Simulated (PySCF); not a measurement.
IPb (SMILES [I][Pb+]), charge +1, singlet, geometry from GFN2-xTB (such geometries of metal compounds can be far from the true shape) (core potentials on I, Pb); DF-PBE/def2-TZVP (PySCF).

The PySCF input:
```python
from pyscf import gto, scf, dft

mol = gto.M(
    atom='''
Pb   -0.000000   -0.000000   -1.039091
I     0.000000    0.000000    1.607650
''',
    basis='def2-tzvp',
    ecp={'I': 'def2-tzvp', 'Pb': 'def2-tzvp'},
    charge=1,
    spin=0,
    verbose=4,
)

mf = dft.RKS(mol)
mf.xc = 'pbe'
mf = mf.density_fit(auxbasis='def2-universal-jkfit')
mf.kernel()
mf.analyze()
```

Output, abridged:

```
PySCF version 2.14.0

[INPUT] verbose = 4
[INPUT] num. atoms = 2
[INPUT] num. electrons = 46
[INPUT] charge = 1
[INPUT] spin (= nelec alpha-beta = 2S) = 0
[INPUT] symmetry False subgroup None
[INPUT] Mole.unit = angstrom
[INPUT] Symbol           X                Y                Z      unit          X                Y                Z       unit  Magmom
[INPUT]  1 Pb     0.000000000000   0.000000000000  -1.039091000000 AA    0.000000000000   0.000000000000  -1.963597408500 Bohr   0.0
[INPUT]  2 I      0.000000000000   0.000000000000   1.607650000000 AA    0.000000000000   0.000000000000   3.038018204157 Bohr   0.0

nuclear repulsion = 109.964468002725
number of shells = 32
number of NR pGTOs = 186
number of NR cGTOs = 100
basis = def2-tzvp
ecp = {'I': 'def2-tzvp', 'Pb': 'def2-tzvp'}

******** <class 'pyscf.df.df_jk.DFRKS'> ********
method = DFRKS
initial guess = minao
damping factor = 0
level_shift factor = 0
DIIS = <class 'pyscf.scf.diis.CDIIS'>
diis_start_cycle = 1
diis_space = 8
diis_damp = 0
SCF conv_tol = 1e-09
SCF conv_tol_grad = None
SCF max_cycles = 50
direct_scf = False
XC library pyscf.dft.libxc version 7.1.2
    S. Lehtola, C. Steigemann, M. J. T. Oliveira, and M. A. L. Marques,  SoftwareX 7, 1–5 (2018)
XC functionals = pbe
    J. P. Perdew, K. Burke, and M. Ernzerhof,  Phys. Rev. Lett. 77, 3865 (1996)
    J. P. Perdew, K. Burke, and M. Ernzerhof,  Phys. Rev. Lett. 78, 1396 (1997)
    J. P. Perdew, K. Burke, and M. Ernzerhof,  Phys. Rev. Lett. 77, 3865 (1996)
    J. P. Perdew, K. Burke, and M. Ernzerhof,  Phys. Rev. Lett. 78, 1396 (1997)
radial grids:
    Treutler-Ahlrichs [JCP 102, 346 (1995); DOI:10.1063/1.469408] (M4) radial grids

becke partition: Becke, JCP 88, 2547 (1988); DOI:10.1063/1.454033
pruning grids: <function nwchem_prune>
grids dens level: 3
symmetrized grids: False
atomic radii adjust function: <function treutler_atomic_radii_adjust>
small_rho_cutoff = 0
Set gradient conv threshold to 3.16228e-05
Initial guess from minao.
tot grids = 45192
init E= -416.592972836873
  HOMO = -1.28961981205507  LUMO = -0.928406702003912  gap/eV = 9.82911
cycle= 1 E= -487.799855298375  delta_E= -71.2  |g|= 4.06  |ddm|= 21.7
  HOMO = -0.208510185892393  LUMO = -0.0931296293960289  gap/eV = 3.13966
cycle= 2 E= -483.56595714452  delta_E= 4.23  |g|= 5.32  |ddm|= 10.9
  HOMO = -0.451782309829841  LUMO = -0.250167435560606  gap/eV = 5.48622
cycle= 3 E= -489.545235765277  delta_E= -5.98  |g|= 1.68  |ddm|=  6.8
  HOMO = -0.426633747470937  LUMO = -0.344357173258341  gap/eV = 2.23886
cycle= 4 E= -490.142389647716  delta_E= -0.597  |g|= 0.981  |ddm|= 3.73
  HOMO = -0.452936767510796  LUMO = -0.315014160362321  gap/eV = 3.75307
cycle= 5 E= -490.363896137468  delta_E= -0.222  |g|= 0.392  |ddm|= 1.46
  HOMO = -0.433196527135062  LUMO = -0.341225735813839  gap/eV = 2.50265
cycle= 6 E= -490.355754340602  delta_E= 0.00814  |g|= 0.367  |ddm|= 0.899
  HOMO = -0.453892609773  LUMO = -0.333073984386991  gap/eV = 3.28764
cycle= 7 E= -490.403056813975  delta_E= -0.0473  |g|= 0.0759  |ddm|= 0.589
  HOMO = -0.44474247693901  LUMO = -0.335332275900577  gap/eV = 2.97720
cycle= 8 E= -490.405737026968  delta_E= -0.00268  |g|= 0.0196  |ddm|= 0.163
  HOMO = -0.445456656975871  LUMO = -0.334841969151772  gap/eV = 3.00998
cycle= 9 E= -490.40589337635  delta_E= -0.000156  |g|= 0.00511  |ddm|= 0.0244
  HOMO = -0.445809520062942  LUMO = -0.334806256560928  gap/eV = 3.02055
cycle= 10 E= -490.405904476746  delta_E= -1.11e-05  |g|= 0.000835  |ddm|= 0.0068
  HOMO = -0.445869506715362  LUMO = -0.334774145556356  gap/eV = 3.02306
cycle= 11 E= -490.405904781073  delta_E= -3.04e-07  |g|= 7.26e-05  |ddm|= 0.00136
  HOMO = -0.445868437823731  LUMO = -0.334769666767428  gap/eV = 3.02315
cycle= 12 E= -490.40590478285  delta_E= -1.78e-09  |g|= 7.43e-06  |ddm|= 9.17e-05
  HOMO = -0.445869173319591  LUMO = -0.334770316785446  gap/eV = 3.02315
cycle= 13 E= -490.405904782861  delta_E= -1.09e-11  |g|= 1.65e-06  |ddm|= 1.12e-05
  HOMO = -0.44586926022803  LUMO = -0.334770019908648  gap/eV = 3.02316
Extra cycle  E= -490.405904782856  delta_E= 4.89e-12  |g|= 4.27e-06  |ddm|= 7.77e-06
converged SCF energy = -490.405904782856
**** SCF Summaries ****
Total Energy =                        -490.405904782855941
Nuclear Repulsion Energy =             109.964468002724885
One-electron Energy =                -1063.282324619972542
Two-electron Energy =                  462.911951834391743
Two-electron Coulomb Energy =          500.977667078853017
DFT Exchange-Correlation Energy =      -38.065715244461259
HOMO-LUMO gap [eV] =                     3.023164314859453
**** MO energy ****
MO #1   energy= -6.81158425511318  occ= 2
MO #2   energy= -5.58033716330301  occ= 2
MO #3   energy= -4.8739760169545   occ= 2
MO #4   energy= -4.87055386526775  occ= 2
MO #5   energy= -4.87055386526772  occ= 2
MO #6   energy= -3.45457307611533  occ= 2
MO #7   energy= -3.45457307611531  occ= 2
MO #8   energy= -3.44612736728973  occ= 2
MO #9   energy= -2.01226005384871  occ= 2
MO #10  energy= -2.01061363168347  occ= 2
MO #11  energy= -2.01061363168347  occ= 2
MO #12  energy= -2.00765396590698  occ= 2
MO #13  energy= -2.00765233572925  occ= 2
MO #14  energy= -1.03882720277577  occ= 2
MO #15  energy= -1.03882621952502  occ= 2
MO #16  energy= -1.03553774124971  occ= 2
MO #17  energy= -1.03210381702165  occ= 2
MO #18  energy= -1.03210381702164  occ= 2
MO #19  energy= -0.838221039743668 occ= 2
MO #20  energy= -0.681771929136223 occ= 2
MO #21  energy= -0.464701124087984 occ= 2
MO #22  energy= -0.44586926022804  occ= 2
MO #23  energy= -0.44586926022803  occ= 2
MO #24  energy= -0.334770019908648 occ= 0
MO #25  energy= -0.334770019908642 occ= 0
MO #26  energy= -0.243337494396646 occ= 0
MO #27  energy= -0.0942930612061756 occ= 0
MO #28  energy= -0.0745551124131488 occ= 0
MO #29  energy= -0.0745551124131434 occ= 0
MO #30  energy= -0.056570047164069 occ= 0
MO #31  energy= -0.0565699684082895 occ= 0

WARN: Weak orthogonality for localized orbitals 5.122583132325188e-09

WARN: System has nonzero charge 1; the dipole moment is origin-dependent.
Location of origin: [0. 0. 0.]

Dipole moment(X, Y, Z, Debye):  0.00000, -0.00000, -2.98650
```
